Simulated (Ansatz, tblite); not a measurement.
Forces on the cluster HAu₂⁺ at its PBE-D4/def2-TZVP geometry. Charge 1, multiplicity 1.

In the def2 sets Au takes a core potential; there is no spin–orbit coupling. The xTB rows come from tblite. The structure comes from a short search, and lower isomers may exist.

GFN1-xTB (tblite), largest force 1.61 eV/Å:

```xyz
3
positions Å, forces eV/Å
Au   -0.961   -0.949    0.151    1.136    1.123   -0.178
Au    1.095    0.632    0.497   -1.296   -0.748   -0.587
H    -0.135    0.317   -0.647    0.159   -0.374    0.766
```

GFN2-xTB (tblite), largest force 0.95 eV/Å:

```
Au 0.130 0.372 -0.383
Au -0.305 0.038 -0.457
H 0.175 -0.411 0.840
```

PBE0-D4/def2-TZVP (Ansatz), largest force 0.13 eV/Å:

```
Au -0.018 0.024 -0.060
Au -0.006 0.033 -0.058
H 0.024 -0.058 0.118
```
